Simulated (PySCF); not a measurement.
Compound: C2H10AlN.
Bonds: C1–C2, C2–Al3, Al3–N4. Hydrogens: H5, H6, H7 on C1; H8, H9 on C2; H10, H11 on Al3; H12, H13, H14 on N4.

Computed, not measured: PBE0-D3(BJ)/def2-SVP geometry optimisation, gas phase (PySCF).

(1) Give the optimised bond lengths and angles.

Answers

(1) 
```
                  bond  length (Å)
                 C1–C2       1.529
                C2–Al3       1.988
                Al3–N4       2.076
   C1–H5, C1–H6, C1–H7       1.105
          C2–H8, C2–H9       1.107
      Al3–H10, Al3–H11       1.611
N4–H12, N4–H13, N4–H14       1.021
```

Bonds in one row agree within 0.01 Å and their mean is given. A selection of angles:
```
      angle  degrees
   C2–C1–H5    112.4
   C2–C1–H6    113.4
   H5–C1–H6    105.8
   H6–C1–H7    106.8
  C1–C2–Al3    115.4
   C1–C2–H8    110.1
  Al3–C2–H8    109.8
  Al3–C2–H9    107.3
   H8–C2–H9    104.4
  C2–Al3–N4    100.8
 C2–Al3–H10    116.9
 N4–Al3–H10     98.3
 N4–Al3–H11     99.1
H10–Al3–H11    117.5
 Al3–N4–H12    111.3
 H12–N4–H13    107.4
```

Dihedral angles: C1–C2–Al3–N4 57° (synclinal). The mirror-image conformer, all signs reversed, is as good.

Of the pairs four or more bonds apart, H5···H13 is among the closest relative to their van der Waals radii: 2.48 Å, 103 % of the sum of Bondi's values. Al3 (aluminium bonded to C, N and 2 H) is distorted tetrahedral (angles from 98.3° to 117.8°). N4 (nitrogen bonded to Al and 3 H) is tetrahedral (angles from 107.4° to 111.8°).

Point group: C1 (no symmetry element, even within 0.4 Å). Stationary, but not proved a minimum. One conformer, not necessarily the lowest.
